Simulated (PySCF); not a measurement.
**Correlation energy of Ag (silver, neutral)**

[Kr] 4d10 5p1, 2P determinant (an excited configuration). Computed with PySCF 2.14 in x2c-TZVPPall with one added diffuse shell each of s, p, d, f type (9s7p7d3f1g, 95 functions), with scalar relativity by spin-free X2C-1e. Frozen: [Ar] 3d10; 19 electrons correlated.

MP2 pair energies summed by pair of shells (mhartree):

```csv
pair,energy,share (%)
4d-4d,-356.02,54.5
4p-4d,-172.02,26.3
4p-4p,-46.41,7.1
4s-4d,-35.67,5.5
4s-4p,-23.02,3.5
4d-5p,-14.68,2.2
4s-4s,-4.12,0.6
4p-5p,-0.87,0.1
4s-5p,-0.08,0.0
```

Total MP2 correlation energy: -652.89 mhartree.

Same-spin part -217.82 and opposite-spin part -435.07 mhartree; SCS-MP2 scales them by 1/3 and 6/5 to -594.69 mhartree.

This basis was not built for core-valence correlation, so the inner-shell part is incomplete.
